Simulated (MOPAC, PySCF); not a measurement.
Isomers of CH2N2. Isolated molecules, 0 K electronic values unless said otherwise. Strings in code marks are SMILES.

Quantity: electronic energy of isomers of CH2N2 relative to `N#CN`, in kcal/mol. Semi-empirical values (MOPAC) are differences of heats of formation.

Level 1: B3LYP/6-31G* // r2SCAN-D4/def2-TZVP (PySCF)
Level 2: BP86/6-31G* // r2SCAN-D4/def2-TZVP (PySCF)
Level 3: HF/STO-3G // r2SCAN-D4/def2-TZVP (PySCF)
Level 4: PM7 // r2SCAN-D4/def2-TZVP (MOPAC)

```json
[
 {"species": "`N=C=N`", "level 1": "0.96", "level 2": "-1.63", "level 3": "31.8", "level 4": "6.85"}
]
```
